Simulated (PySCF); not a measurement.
`COC(=O)[C@H](C)CC(F)(F)F`. Level of theory: PySCF, PBE0-D3(BJ)/def2-SVP geometry optimisation, gas phase.

```
atom  x, y, z in Å
C1     2.9315    0.7845   -0.5443
O2     1.7699    0.4559    0.2000
C3     0.7892   -0.1334   -0.4835
O4     0.8560   -0.4032   -1.6542
C5    -0.3941   -0.4708    0.4025
C6    -0.3663   -1.9702    0.6966
C7    -1.6931   -0.0704   -0.2886
C8    -1.9400    1.4139   -0.2781
F9    -3.0647    1.7219   -0.9274
F10   -2.0563    1.8837    0.9715
F11   -0.9409    2.0924   -0.8581
H12    3.4078   -0.1218   -0.9464
H13    3.6087    1.2933    0.1513
H14    2.6781    1.4462   -1.3851
H15   -0.2857    0.0868    1.3446
H16   -0.4433   -2.5465   -0.2376
H17    0.5693   -2.2546    1.1997
H18   -1.2046   -2.2515    1.3510
H19   -2.5557   -0.5400    0.2064
H20   -1.6745   -0.4054   -1.3366
```

Which two atoms are farthest apart?

F9···H13, 6.77 Å; the next longest distance is 6.73 Å.

Work out the bond lengths C1–O2, C5–H15, C8–F10, C8–F11 in pm.

For C1–O2 the difference vector is (-1.1616, -0.3286, 0.7443) Å, of length 1.4182 Å. C1–O2 141.8; C5–H15 110.0; C8–F10 134.0; C8–F11 134.0 pm.

Give the dihedral angles C3–C5–C6–H18, O4–C3–C5–C6, H12–C1–O2–C3.

C3–C5–C6–H18 179° (antiperiplanar); O4–C3–C5–C6 74° (synclinal); H12–C1–O2–C3 -63° (synclinal). Dihedral signs follow IUPAC: positive where, seen along the central bond, the front bond turns clockwise onto the rear one.

How far apart are these pairs, which share no bond: C3···C6, O4···C7, C5···H14, C5···H20, C7···F11, F9···H16, H12···H16?

C3···C6 2.470 Å (2 bonds apart); O4···C7 2.911 Å (3 bonds apart); C5···H14 4.038 Å (4 bonds apart); C5···H20 2.161 Å (2 bonds apart); C7···F11 2.360 Å (2 bonds apart); F9···H16 5.056 Å (5 bonds apart); H12···H16 4.606 Å (6 bonds apart).

Write the matrix of distances between heavy atoms (Å, lower triangle).

```
C1    0.000
O2    1.418  0.000
C3    2.331  1.333  0.000
O4    2.636  2.239  1.203  0.000
C5    3.679  2.363  1.516  2.408  0.000
C6    4.473  3.270  2.470  3.078  1.528  0.000
C7    4.710  3.537  2.491  2.911  1.525  2.518  0.000
C8    4.919  3.861  3.144  3.607  2.531  3.857  1.505  0.000
F9    6.081  5.123  4.300  4.518  3.702  4.853  2.345  1.335  0.000
F10   5.328  4.156  3.779  4.539  2.938  4.217  2.353  1.340  2.156  0.000
F11   4.099  3.339  2.844  3.177  2.908  4.388  2.360  1.340  2.157  2.153  0.000
```

Not checked by PBE0-D3(BJ)/def2-SVP frequencies. The numbers are those of one conformer.

The run took 2.6 min of wall time on Arm Neoverse V1, one thread (shared host), and the process peaked at 0.88 GiB of memory. These figures are those of the optimisation.
